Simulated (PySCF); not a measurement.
**C₆ coefficients of unlike pairs at r2SCANh**

Calculated with PySCF 2.14 from the dipole response of each species, C₆(A,B) = (3/π) ∫ α_A(iu) α_B(iu) du, in atomic units, from isotropic polarisabilities. For ions this is the dispersion term alone; charge-induced terms of lower order in 1/R come first.

| species | configuration | basis | relativity | α (bohr³) | C₆ (like pair) |
| --- | --- | --- | --- | --- | --- |
| Cu | [Ar] 3d10 4s1 (2S) | aug-cc-pVTZ-PP with ECP10MDF (6s6p5d3f2g) | core potential | 50.45 | 335.5 |
| Zr | [Kr] 4d2 5s2 (3F) | aug-cc-pVTZ-PP with ECP28MDF (6s6p5d3f2g) | core potential | 127.5 | 1865 |
| Co³⁺ | [Ar] 3d6 (5D) | aug-cc-pVQZ (9s8p6d4f3g2h) | none | 1.750 | 4.250 |

(1) Estimate C₆ for Co³⁺ with Cu.

No spin-orbit coupling is included.

The other pairs:

```tsv
pair	C₆
Zr, Cu	788.5
Co³⁺, Zr	53.05
```

Results:

(1) The integral gives 24.59. The combination rule 2 C_A C_B / (C_A α_B/α_A + C_B α_A/α_B) gives 21.25 and the geometric mean 37.76.
